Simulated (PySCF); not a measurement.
C7H6ClOP.
Bonds: C1–C2, C2–C3 (aromatic), C3–P4 (aromatic), P4–C5 (aromatic), C5–Cl6, C5–C7 (aromatic), C7–C8 (aromatic), C8–C9, C9–O10 (double), C2–C8 (aromatic). Hydrogens: H11, H12, H13 on C1; H14 on C3; H15 on C7; H16 on C9.

The same species was optimised twice, with GFN2-xTB and with PBE0-D3(BJ)/def2-SVP (PySCF), and the same property calculations (PySCF, gas phase) were run on both structures.

| coordinate | GFN2-xTB | PBE0-D3(BJ)/def2-SVP | change |
| --- | --- | --- | --- |
| C8–C9 (Å) | 1.470 | 1.486 | +0.016 |
| C2–C3 (Å) | 1.382 | 1.396 | +0.014 |
| C5–C7 (Å) | 1.372 | 1.384 | +0.012 |
| C1–C2 (Å) | 1.501 | 1.507 | +0.006 |
| C2–C8 (Å) | 1.406 | 1.411 | +0.005 |
| C7–C8 (Å) | 1.398 | 1.401 | +0.003 |
| P4–C5 (Å) | 1.746 | 1.749 | +0.003 |
| C3–P4 (Å) | 1.734 | 1.732 | -0.002 |
| C5–Cl6 (Å) | 1.736 | 1.737 | +0.001 |
| C9=O10 (Å) | 1.207 | 1.206 | -0.001 |
| P4–C5–Cl6 (°) | 115.9 | 116.9 | +1.0 |
| C3–C2–C8 (°) | 120.9 | 120.0 | -0.9 |
| C2–C8–C7 (°) | 122.4 | 123.2 | +0.8 |
| C2–C8–C9 (°) | 122.1 | 121.2 | -0.9 |
| C3–P4–C5 (°) | 98.7 | 99.3 | +0.6 |
| C8–C9–O10 (°) | 124.5 | 123.8 | -0.7 |
| P4–C5–C7 (°) | 125.4 | 124.8 | -0.6 |
| C1–C2–C8 (°) | 120.9 | 121.4 | +0.5 |
| C7–C8–C9–O10 (°) | 0 | 0 | 0 |

Rotational constants: A = 1404, B = 764.4, C = 496.5 MHz (GFN2-xTB) against A = 1394, B = 757.8, C = 492.4 MHz (PBE0-D3(BJ)/def2-SVP). Point groups within 0.08 Å: Cs and Cs. Atoms that the bonding makes alike are paired by their places after alignment.

On the GFN2-xTB structure: HOMO (eV) -7.41 [PBE0/pcSseg-1]; LUMO (eV) -2.89 [PBE0/pcSseg-1]; dipole (D) 3.94 [PBE0/pcSseg-1]; GIAO shielding of C1 (ppm) 162.4 [PBE0/pcSseg-1]; GIAO shielding of C2 (ppm) 39.8 [PBE0/pcSseg-1]; GIAO shielding of C3 (ppm) 18.0 [PBE0/pcSseg-1]; GIAO shielding of P4 (ppm) 50.8 [PBE0/pcSseg-1]; GIAO shielding of C5 (ppm) 4.8 [PBE0/pcSseg-1]; GIAO shielding of Cl6 (ppm) 657.7 [PBE0/pcSseg-1]; GIAO shielding of C7 (ppm) 47.4 [PBE0/pcSseg-1]; GIAO shielding of C8 (ppm) 49.6 [PBE0/pcSseg-1].

Q: What do these properties become on the PBE0-D3(BJ)/def2-SVP structure?

A: 
```
                                    property          level  on GFN2-xTB  on PBE0-D3(BJ)/def2-SVP  change
                                   HOMO (eV)  PBE0/pcSseg-1        -7.41                    -7.40   +0.01
                                   LUMO (eV)  PBE0/pcSseg-1        -2.89                    -2.84   +0.05
                                  dipole (D)  PBE0/pcSseg-1         3.94                     3.92   -0.02
energy, GFN2-xTB geometry as zero (kcal/mol)  PBE0/pcSseg-1          0.0                     -0.3    -0.3
                  GIAO shielding of C1 (ppm)  PBE0/pcSseg-1        162.4                    160.9    -1.5
                  GIAO shielding of C2 (ppm)  PBE0/pcSseg-1         39.8                     37.5    -2.3
                  GIAO shielding of C3 (ppm)  PBE0/pcSseg-1         18.0                     16.4    -1.6
                  GIAO shielding of P4 (ppm)  PBE0/pcSseg-1         50.8                     52.8    +2.0
                  GIAO shielding of C5 (ppm)  PBE0/pcSseg-1          4.8                      3.1    -1.7
                 GIAO shielding of Cl6 (ppm)  PBE0/pcSseg-1        657.7                    655.8    -1.9
                  GIAO shielding of C7 (ppm)  PBE0/pcSseg-1         47.4                     45.0    -2.4
                  GIAO shielding of C8 (ppm)  PBE0/pcSseg-1         49.6                     47.0    -2.6
```

The heavy atoms differ by 0.012 Å rms after alignment. Among bonds between heavy atoms C8–C9 changes most (+0.016 Å). Changes are differences of the printed values. Neither structure is proved a minimum here.

Shape of the structure used: `[CH3:1][c:2]1[cH:3][p:4][c:5]([Cl:6])[cH:7][c:8]1[CH:9]=[O:10]`: C7–C8–C9–O10 0°.
